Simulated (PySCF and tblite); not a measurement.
The numbers below are computed, except where a source is named.
3 regioisomers of C8H4F2S2:

```json
{"isomer": "A", "SMILES": "[cH:1]1[cH:2][s:3][c:4](-[c:7]2[s:8][cH:9][cH:10][c:11]2[F:12])[c:5]1[F:6]"}
{"isomer": "B", "SMILES": "[c:1]1([F:2])[cH:3][s:4][c:5](-[c:7]2[s:8][cH:9][c:10]([F:11])[cH:12]2)[cH:6]1"}
{"isomer": "C", "SMILES": "[cH:1]1[cH:2][s:3][c:4](-[c:7]2[s:8][cH:9][c:10]([F:11])[cH:12]2)[c:5]1[F:6]"}
```

Each isomer is a Boltzmann average at 298.15 K over at most 7 conformers: GFN2-xTB geometries, energies PBE0/pcSseg-1 (D3(BJ) added where defined), GIAO shieldings PBE0/pcSseg-1, GFN2-xTB thermal terms. Programs: PySCF with density fitting and tblite.

(1) What shifts does each isomer give (ppm)?

Unscaled ¹⁹F shifts at such levels can be off by tens of ppm; differences between conformers or isomers are more reliable. Shifts are unscaled: against experiment ¹³C can be off by 15 ppm or more and ¹H by 0.8 ppm.

Results:

(1) 
A: ¹H (against TMS): 7.01 (H1/H10, 2H), 7.01 (H2/H9, 2H). ¹³C (against TMS): 162.8 (C5/C11), 129.8 (C2/C9), 123.5 (C4/C7), 122.5 (C1/C10). ¹⁹F (against CFCl3): -138.3 (F6/F12).

B: ¹H (against TMS): 7.18 (H6/H12, 2H), 6.50 (H3/H9, 2H). ¹³C (against TMS): 167.2 (C1/C10), 146.2 (C5/C7), 116.6 (C6/C12), 110.3 (C3/C9). ¹⁹F (against CFCl3): -134.8 (F2/F11).

C: ¹H (against TMS): 7.27 (H12, 1H), 6.95 (H1, 1H), 6.91 (H2, 1H), 6.52 (H9, 1H). ¹³C (against TMS): 167.4 (C10), 163.9 (C5), 142.0 (C7), 128.2 (C2), 127.8 (C4), 123.9 (C1), 117.0 (C12), 110.1 (C9). ¹⁹F (against CFCl3): -136.1 (F6), -137.0 (F11).
